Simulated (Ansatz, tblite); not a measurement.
Isomers of Pb₅⁺ (doublet), found by a short tight-binding search and relaxed with r2SCAN-D4/def2-SVP in Ansatz.

In the def2 sets Pb takes a core potential; there is no spin–orbit coupling. The xTB rows come from tblite. HSE06 is defined as in plane-wave codes, on full-range PBE exchange.

Run but left out: HF/def2-SVP, HF/def2-TZVP, MP2/def2-SVP, MP2/def2-TZVP, CCSD/def2-SVP, CCSD(T)/def2-SVP (A: ⟨S²⟩ 1.51 to 1.72, where a pure state has 0.75).

Other spin states weren't relaxed.

A:

Cartesian coordinates in Å:
```
Pb 1.891 -0.485 0.411
Pb 0.029 1.409 1.632
Pb 0.631 0.731 -2.094
Pb -1.890 0.511 -0.380
Pb -0.661 -2.166 0.431
```

B:

```xyz
5

Pb   -1.936   -0.885   -1.333
Pb    1.102    0.893   -0.858
Pb    0.955   -2.108   -0.974
Pb   -0.871   -0.199    1.394
Pb    0.749    2.299    1.770
```

Question: Estimate their order by electronic energy at PBE0-D4/def2-TZVP, counted from the lowest.

Answer: A (0.0) < B (0.3), in kcal/mol. Gaps under about 2 kJ/mol are ties within the noise of geometry and basis.

Question: Do the other levels pick the same lowest one?

Answer: Not PBE-D4/def2-SVP, r2SCAN-D4/def2-TZVP, PBE0-D4/def2-SVP, HSE06-D4/def2-TZVP. Energies above each level's lowest (kcal/mol):

```
              level    A    B
           GFN1-xTB  0.0  3.9
           GFN2-xTB  0.0  1.0
    PBE-D4/def2-SVP  0.4  0.0
   PBE-D4/def2-TZVP  0.0  0.3
r2SCAN-D4/def2-TZVP  1.0  0.0
   PBE0-D4/def2-SVP  0.4  0.0
  PBE0-D4/def2-TZVP  0.0  0.3
 HSE06-D4/def2-TZVP  0.0  0.0
 BHLYP-D4/def2-TZVP  0.0  0.4
```
Point groups (tolerance 0.1 Å): A C2v, B C2. Lower isomers may exist.
